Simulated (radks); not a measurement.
Question: These are the eigenvalues of the occupied orbitals of an atom or ion with whole-number occupations (eV). Calculated with a radial shooting solver on a logarithmic mesh with Libxc functionals: scalar-relativistic Kohn-Sham, r2SCAN, spin-polarised, spherical densities, finite nucleus; meta-GGA in the generalised Kohn-Sham scheme; Fermi nuclear charge, rms radius of each element as measured or else 0.836 A^(1/3) + 0.57 fm.

| orbital | eigenvalue |
|---|---|
| 1s down | -83291.35 |
| 1s up | -83291.34 |
| 2s up | -14833.72 |
| 2s down | -14833.44 |
| 2p up | -12798.49 |
| 2p down | -12798.26 |
| 3s up | -3570.514 |
| 3s down | -3570.472 |
| 3p up | -2979.901 |
| 3p down | -2979.835 |
| 3d up | -2356.643 |
| 3d down | -2356.468 |
| 4s up | -831.7464 |
| 4s down | -831.5188 |
| 4p up | -637.2441 |
| 4p down | -637.0500 |
| 4d up | -405.1138 |
| 4d down | -404.8805 |
| 5s up | -171.7646 |
| 5s down | -170.2854 |
| 4f up | -148.2618 |
| 4f down | -147.9360 |
| 5p up | -119.1607 |
| 5p down | -117.3549 |
| 5d up | -58.4499 |
| 5d down | -56.4587 |

Which element is it, and in what charge state? The configuration may be excited. Open shells, if any, are filled with parallel spins first.

Answer: Z = 80, mercury, charge +4: Hg4+ in [Xe] 4f14 5d8. The list shows which subshells hold electrons but not how many an open one holds; the 1s level, -3060.9 hartree, gives Z - s = 78.2 by -(Z - s)^2/2, which with screening and relativity narrows Z to a few neighbours, and the depths of the outer levels then fix element, charge and occupations together.
